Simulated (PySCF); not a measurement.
**IrOI: fields on a plane**

These are results of PySCF, PBE0, basis Ir def2-TZVP with ECP60, O def2-TZVP, I def2-TZVP with ECP28 (scalar-relativistic core potentials, no spin–orbit coupling, density fitting), not measurements.

The singlet minimum has Ir–I 2.456 Å, Ir–O 1.661 Å; I–Ir–O 146.6°.

The plane holds Ir1 at (0.00, 0.00), O2 at (1.66, 0.00), I3 at (-2.05, 1.35) Å. Columns run from x = -4.05 to 4.05 Å, rows from y = 3.75 (top) to -1.95 Å, in steps of 0.3 Å. Other isomers or separated fragments may lie lower. Core electrons replaced by a potential are absent, the electrostatic potential uses the reduced nuclear charge, and values within about 0.7 Å of such atoms have no physical meaning.

**Question.** Give the electron localisation function (set to 0 where the density is under 0.005 e/Å³). Lower edges of the bins: '0' 0.000, '1' 0.093, '2' 0.185, '3' 0.278, '4' 0.370, '5' 0.463, '6' 0.555, '7' 0.648, '8' 0.740, '9' 0.833; top 0.93.

**Answer.** 
```
0000001210000000000000000000
0001345544200000000000000000
0013567776531000000000000000
0135788888642000000000000000
1257888888763100000000000000
1467865467863100000000000000
2578623424764111100000000000
3577358872664223200000000000
3687371082563234210123210000
3687358872652355323566531000
3688623424632575346899852000
3578864457447897368899963000
2468888875279008476479973000
0357788762158009467469862000
0135666531037888269998741000
0002333211136752158987420000
0000111111356631136764210000
0000000012466532123432100000
0000000012456542111211000000
0000000002345432110000000000
```

**Question.** Give the electron density (e/Å³) (cut at 5 e/Å³). Lower edges of the bins (e/Å³): '0' 0.000, '1' 0.030, '2' 0.076, '3' 0.151, '4' 0.268, '5' 0.455, '6' 0.750, '7' 1.218, '8' 1.960, '9' 3.136; top 5.00.

**Answer.** 
```
0000000000000000000000000000
0000000000000000000000000000
0000011111000000000000000000
0001122222100000000000000000
0012344443210000000000000000
0013456654321000000000000000
0124579986432110000000000000
0134699997543221100000000000
0135799898643333211110000000
0134699997655555433332100000
0124579986667887555654210000
0123456665579999778986310000
0012344444589449889997420000
0001223333489459889997420000
0000111222369999778986310000
0000000111357886556653200000
0000000001235554333332100000
0000000000123332211110000000
0000000000011211100000000000
0000000000000000000000000000
```

With an element this heavy the missing spin–orbit coupling can shift these numbers.
